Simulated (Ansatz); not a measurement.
Consider the ligand exchange at the Si–N bond: `N#CN[SiH2]O` + `O[SiH]1C=C1` → `O[SiH2]O[SiH]1C=C1` + `N#CN`.

Gas-phase electronic energies from Ansatz, PBE0-D4/def2-TZVP geometries. CCSD(T)/CBS adds triple-zeta CCSD(T) − MP2 to the extrapolated MP2 energy (def2 sets, frozen cores). This one scheme is used for every species. One conformer a species, not always the lowest.

```
             species  HF/CBS(def2) energy (Eh)
       `N#CN[SiH2]O`                -513.08780
       `O[SiH]1C=C1`                -441.93478
`O[SiH2]O[SiH]1C=C1`                -807.06585
              `N#CN`                -147.98089
```

Problem. Work out ΔE.

Solution. ΔE = (-807.06585) + (-147.98089) − (-513.08780) − (-441.93478) = -0.02416 Eh = -15.2 kcal/mol. CCSD(T)/CBS gives -12.3 kcal/mol.

Largest T1 diagnostic among the species: 0.014.

In def2-TZVPP, CCSD(T) changes the Hartree–Fock value by +2.6 kcal/mol (the triples alone add +0.5 kcal/mol) and MP2 by +3.1 kcal/mol. From PBE to PBE0 (25 % exact exchange), in def2-TZVPP and without D4, ΔE moves by −0.8 kcal/mol.
